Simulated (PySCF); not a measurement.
Electron correlation in Pt(3+) (platinum, charge +3)

[Xe] 4f14 5d7, high-spin 4F determinant. Calculation: PySCF 2.14, in def2-QZVPPD with the def2 core potential (60 electrons) (7s5p4d4f2g, 88 functions); a scalar-relativistic core potential. Frozen: 5s2 5p6; 7 electrons correlated.

```
  level  correlation energy (mhartree)
   CCSD                        -150.10
    (T)                          -3.38
CCSD(T)                        -153.48
```

Diagnostics: T1 = 0.0013, D1 = 0.0027, largest double amplitude 0.029.

Q: Is a single reference adequate?

A: Yes, within this model without spin-orbit coupling: T1 lies below 0.03 and no double amplitude reaches 0.07.
